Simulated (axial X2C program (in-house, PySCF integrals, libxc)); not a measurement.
## MoC: bond constants with and without spin–orbit coupling

Calculated with an axial X2C code built on PySCF integrals. Spin-free means the one-electron spin-free X2C Hamiltonian; two-component (2c) means X2C with spin–orbit coupling and atomic mean-field two-electron Coulomb and Gaunt terms, so the difference of the two also holds small scalar two-electron terms. Basis: Mo dyall-cv3z [11s12p9d5f3g], C dyall-v3z [7s6p2d1f] (cores contracted in-house); Gaussian nuclei, density fitting, unrestricted open shells. Masses: Mo 97.905 u, C 12.000 u.

State, spin-free: M_S = 1, Λ = 0 (beyond evenly filled blocks: δ+α, δ-α); electrons by block: σα: 11, σβ: 11, π+α: 5, π+β: 5, π-α: 5, π-β: 5, δ+α: 2, δ+β: 1, δ-α: 2, δ-β: 1. Fragments: Mo + C.

State, 2c: Ω = 1 (⟨Sz⟩ = 1.00, ⟨Lz⟩ = 0.00 at PBE0); electrons by block: 1/2: 16, -1/2: 16, 3/2: 6, -3/2: 7, 5/2: 2, -5/2: 1. Fragments: Mo + C.

```json
{"Hamiltonian": "2c", "level": "PBE0", "Re (Å)": "1.648", "ωe (cm⁻¹)": "1062.0", "Be (cm⁻¹)": "0.581", "αe (cm⁻¹)": "0.00432", "De (eV)": "4.63", "D0 (eV)": "4.56", "k (mdyn/Å)": "7.1", "μ (D)": "-5.52"}
{"Hamiltonian": "2c", "level": "B3LYP", "Re (Å)": "1.658", "ωe (cm⁻¹)": "1052.1", "Be (cm⁻¹)": "0.574", "αe (cm⁻¹)": "0.00369", "De (eV)": "4.91", "D0 (eV)": "4.85", "k (mdyn/Å)": "6.97", "μ (D)": "-5.48"}
```

Spin-free values that have a 2c row agree with it to the digits that matter (0.001 Å, 0.01 eV) and are not repeated.

Dipoles are positive if C is the positive end.

The state is a single determinant with fixed occupations, the lowest that a limited PBE0 search found. Dissociation energies refer to the lowest single-determinant-based atoms at the same level and basis. Density functionals use the spin component along the axis (collinear). A 2c atom that is not at its ground J level misses part of its spin–orbit lowering, and De is too large by that part (0.04 eV or less for light atoms). This holds for PBE0, B3LYP. Without a current term, density functionals place determinants with orbital angular momentum somewhat too high. With several unpaired electrons one determinant need not be a pure state. Open-shell Ω = 0 determinants with evenly filled partner blocks cannot be reached by this program, so the Ω shown need not be the lowest component. The determinant is spin-polarised beyond a pure state at some levels (its spin-free form has ⟨S²⟩ too high), which makes Re and μ there less reliable.

No reliable constants came from CCSD (2c), CCSD (spin-free), CCSD(T) (2c), CCSD(T) (spin-free), HF (2c), HF (spin-free), MP2 (2c), MP2 (spin-free): no minimum in range, unconverged points, a curve that is not smooth, a change of character along it, or the two Hamiltonians disagreeing along it.

Rough cost a point (2c) on 1 thread(s) of a shared host, integrals apart: PBE0 0.8 s, B3LYP 0.9 s.

The whole task took 13 min on 1 thread of Arm Neoverse V2 (shared host).
